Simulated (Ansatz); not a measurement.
OP (SMILES O=[P]), doublet, at a GFN2-xTB geometry. Base run: MP2/6-311G** (Ansatz, a first-principles code).

Input for Ansatz:
Ansatz 0.2 input:
```yaml
crystal:
  periodic: [false, false, false]
  atoms:
    - {symbol: P, position_ang: [-0.00000000, -0.00000000, -0.50615669]}
    - {symbol: O, position_ang: [0.00000000, 0.00000000, 0.94904379]}
basis:
  gaussian:
    orbitals: 6-311G__.json
magnetization: {spin_polarized: true, initial_magnetization: 1}
correlation: {method: mp2}
```
The basis file holds 6-311G** in the JSON format of the Basis Set Exchange.

Each row names what was changed in the base input (with any setting that the change needs).

```json
[
 {"change": "base", "ΔE vs base (kcal/mol)": "0.000", "MP2 correlation (Eh)": "-0.29568", "basis functions": "45"},
 {"change": "method = ccsd", "ΔE vs base (kcal/mol)": "-4.56", "MP2 correlation (Eh)": "-0.29568", "basis functions": "45"},
 {"change": "electrons = all", "ΔE vs base (kcal/mol)": "-90.2", "MP2 correlation (Eh)": "-0.43946", "basis functions": "45"},
 {"change": "method = rpa", "ΔE vs base (kcal/mol)": "-14.02", "MP2 correlation (Eh)": "-", "basis functions": "45"},
 {"change": "accuracy = high", "ΔE vs base (kcal/mol)": "-0.002", "MP2 correlation (Eh)": "-0.29568", "basis functions": "45"},
 {"change": "reference functional = pbe0", "ΔE vs base (kcal/mol)": "-8.76", "MP2 correlation (Eh)": "-", "basis functions": "45"},
 {"change": "method = bccd", "ΔE vs base (kcal/mol)": "-3.57", "MP2 correlation (Eh)": "-0.29568", "basis functions": "45"},
 {"change": "method = ccsd_t", "ΔE vs base (kcal/mol)": "-12.54", "MP2 correlation (Eh)": "-0.29568", "basis functions": "45"},
 {"change": "fitting = cc-pVTZ-JKFIT (mean field), cc-pVTZ-RIFIT (correlation)", "ΔE vs base (kcal/mol)": "0.075", "MP2 correlation (Eh)": "-0.29566", "basis functions": "45"},
 {"change": "lower_state_search = off", "ΔE vs base (kcal/mol)": "0.000", "MP2 correlation (Eh)": "-0.29568", "basis functions": "45"}
]
```
